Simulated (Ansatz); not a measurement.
Stepwise reaction of `[SiH3][GeH3]` with ammonia, as a gas-phase model of exchange steps in deposition or etching. ΔE in kJ/mol.

Calculated with Ansatz (gas phase, PBE0-D4/def2-TZVP geometries, no zero-point term in ΔE). CCSD(T)/CBS adds triple-zeta CCSD(T) − MP2 to the extrapolated MP2 energy (def2 sets, frozen cores). This one scheme is used for every species. DFT in def2-TZVPP. B3LYP here is the variant with VWN-RPA as its local correlation; programs differ in this. For Ge outer-core shells are correlated without core-valence functions, which leaves a few kJ/mol of doubt a bond. Scalar relativity is left out up to krypton. One conformer a species, not always the lowest.

```tsv
step	reaction	PBE-D4	B3LYP-D4	ωB97M-V	CCSD(T)/CBS
2	`N[SiH2][GeH3]` + NH₃ → `N[SiH](N)[GeH3]` + H₂	-39.0	-41.3	-41.2	-41.3
```

**Question.** Give the row of step 1, `[SiH3][GeH3]` + NH₃ → `N[SiH2][GeH3]` + H₂. (Best estimate.)

**Answer.** Ansatz gave: 
| step | reaction | PBE-D4 | B3LYP-D4 | ωB97M-V | CCSD(T)/CBS |
| --- | --- | --- | --- | --- | --- |
| 1 | `[SiH3][GeH3]` + NH₃ → `N[SiH2][GeH3]` + H₂ | -14.1 | -17.3 | -17.5 | -17.2 |

**Question.** By hand: ΔE of the 2 steps together at CCSD(T)/CBS.

**Answer.** (-17.2) + (-41.3) = -58.5 kJ/mol, or -29.2 kJ/mol a step.

In ΔE each step is lower than the one before. All are downhill at CCSD(T)/CBS. PBE-D4 differs from CCSD(T)/CBS by 2.3 to 3.1 kJ/mol a step. Isolated molecules leave out the surface, adducts and barriers. Largest T1 diagnostic: 0.012.
